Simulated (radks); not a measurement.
Species: Pr45+. Configuration: [Ne] 3s2 3p2. All-electron calculation, scalar-relativistic Kohn-Sham, BLYP, spin-polarised, spherical densities, finite nucleus; open shells are filled with parallel spins first (spin-orbit coupling, left out, can overturn this in heavy ions); Fermi nuclear charge, rms radius 4.8919 fm. Program: a radial shooting solver on a logarithmic mesh with Libxc functionals. Some entries of the table are withheld. Estimate them.

| orbital | occ. | eigenvalue (hartree) | <1/r> (bohr^-1) |
|---|---|---|---|
| 1s up | 1 | -1646.940 | 64.70 |
| 1s down | 1 | -1646.731 | 64.70 |
| 2s up | 1 | -352.0768 | 15.14 |
| 2s down | 1 | -351.9123 | 15.15 |
| 2p up | 3 | -327.1905 | 14.29 |
| 2p down | 3 | -326.9660 | 14.29 |
| 3s up | 1 | -140.4709 | 6.150 |
| 3s down | 1 | -139.7075 | 6.142 |
| 3p up | 2 | (1) | 5.874 |
| 3p down | 0 | (2) | 5.871 |

Answer. 
(1) 3p up eigenvalue (hartree): -132.8242
(2) 3p down eigenvalue (hartree): -132.0638
